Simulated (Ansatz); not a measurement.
GeCl₃⁻, relaxed as a singlet with RKS PBE0-D4/def2-SVPD in Ansatz, starting from the GFN2-xTB geometry. Force threshold 0.02 eV/Å.

The structure comes from a short search, and lower isomers may exist.

Start:

| atom | x (Å) | y (Å) | z (Å) |
| --- | --- | --- | --- |
| Ge1 | -0.438 | 0.217 | -0.706 |
| Cl2 | -1.579 | -0.193 | 1.269 |
| Cl3 | 1.149 | 1.673 | 0.147 |
| Cl4 | 0.868 | -1.697 | -0.710 |

(1) Estimate the energy that the relaxation releases and the steps that it takes.

(2) Does the start keep its bonding and symmetry?

(3) Predict the relaxed structure.

Answers

(1) 0.00 eV, in 3 steps; 3.5 s on 4 threads of Arm Neoverse V2 on a shared host. No frequencies were taken in this run, so the end may be a saddle point.

(2) By distances, no bond broke or formed. The bond that changes most is Ge1–Cl3, from 2.32 to 2.33 Å (atoms count from 1). Point group C3v at the start, C3v at the end, both within 0.05 Å.

(3) 
```
atom    x (Å)    y (Å)    z (Å)
 Ge1  -0.4407   0.2175  -0.7101
 Cl2  -1.5831  -0.1926   1.2737
 Cl3   1.1520   1.6776   0.1486
 Cl4   0.8717  -1.7025  -0.7122
```
Bond lengths: 3 × Cl–Ge 2.33 Å.
